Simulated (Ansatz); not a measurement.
Born–Oppenheimer molecular dynamics of F$_{3}$H$_{2}$NSi (7 atoms, charge 0, multiplicity 1). It starts from a relaxed structure.

Computed with Ansatz 0.2.0, RKS B3LYP/def2-SVP.

```
ensemble        : NVT, Langevin thermostat
time step       : 0.5 fs
steps asked     : 150
set temperature : 400 K
friction        : 0.005 /fs
seed            : 172818
```

First frame:

```xyz
7
Properties=species:S:1:pos:R:3
Si 0.078 0.000 -0.027
F -0.032 0.000 1.578
N 1.640 0.000 -0.656
H 2.186 -0.847 -0.762
H 2.189 0.846 -0.755
F -0.706 1.315 -0.508
F -0.705 -1.315 -0.510
```

Problem. How far do the bonds stretch over the last three quarters of this one trajectory? (Pairs bonded in most of those frames.)

Solution. 
| bond | mean (Å) | spread (Å) | shortest | longest |
| --- | --- | --- | --- | --- |
| Si1–F2 | 1.607 | 0.006 | 1.60 | 1.62 |
| Si1–N3 | 1.684 | 0.024 | 1.65 | 1.72 |
| Si1–F6 | 1.602 | 0.022 | 1.56 | 1.63 |
| Si1–F7 | 1.614 | 0.017 | 1.58 | 1.64 |
| N3–H4 | 1.019 | 0.043 | 0.95 | 1.08 |
| N3–H5 | 1.017 | 0.022 | 0.97 | 1.05 |

Mean temperature of the second half: 241 K. The mean temperature of the second half is 40 % below the set value. A run of 0.075 ps of so small a system gives no equilibrium averages.

Time of the run: 5.6 min on 2 threads of Intel(R) Xeon(R) Platinum 8259CL CPU @ 2.50GHz (Skylake/Cascade Lake), with other jobs on the host, peak memory 0.17 GiB.
